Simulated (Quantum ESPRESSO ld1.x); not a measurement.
The numbers below are computed, except where a source is named.
Excited configurations of Co I: one electron is placed in a higher orbital outside [Ar] 3d8. The ground configuration is [Ar] 3d7 4s2. Level of theory: non-relativistic Kohn-Sham, PW91, spin-unpolarised, spherical densities, point nucleus (ld1.x of Quantum ESPRESSO 7.5). Excitation = E - E(ground); binding = E(ion) - E, where the ion is the core of charge +1; n* = 1/sqrt(2 binding) in atomic units, and the quantum defect is n - n*.

| outer orbital | excitation (eV) | binding (eV) | n* | quantum defect | eigenvalue (eV) | <r> (bohr) |
|---|---|---|---|---|---|---|
| 4p | 2.052 | 3.920 | 1.863 | 2.137 | -1.720 | 4.670 |
| 4f | 5.061 | 0.911 | 3.865 | 0.135 | -0.436 | 17.31 |
| 5s | 3.462 | 2.510 | 2.328 | 2.672 | -1.469 | 8.578 |
| 6s | 4.653 | 1.319 | 3.212 | 2.788 | -0.812 | 16.68 |
| 6p | 4.947 | 1.025 | 3.642 | 2.358 | -0.635 | 20.51 |
| 6d | 5.308 | 0.665 | 4.525 | 1.475 | -0.414 | 30.99 |
| 7s | 5.155 | 0.817 | 4.080 | 2.920 | -0.529 | 27.27 |
| 7p | 5.308 | 0.664 | 4.526 | 2.474 | -0.433 | 32.66 |
| 7d | 5.508 | 0.465 | 5.411 | 1.589 | -0.307 | 45.67 |

Estimate the row for 4d.

Answer. excitation (eV) 4.378; binding (eV) 1.594; n* 2.922; quantum defect 1.078; eigenvalue (eV) -0.722; <r> (bohr) 10.35. The Delta-SCF ionisation energy is 5.972 eV (NIST Atomic Spectra Database: 7.881 eV, measured). Self-interaction in the functional shifts the binding energies and quantum defects, so they are the method's values and not measured ones. Spin polarisation and multiplet splitting are left out, so open shells lie too high by an amount that depends on their filling.

Beside tabulated values, note that spin-unpolarised runs miss the spin-polarisation part of the exchange energy of open shells.
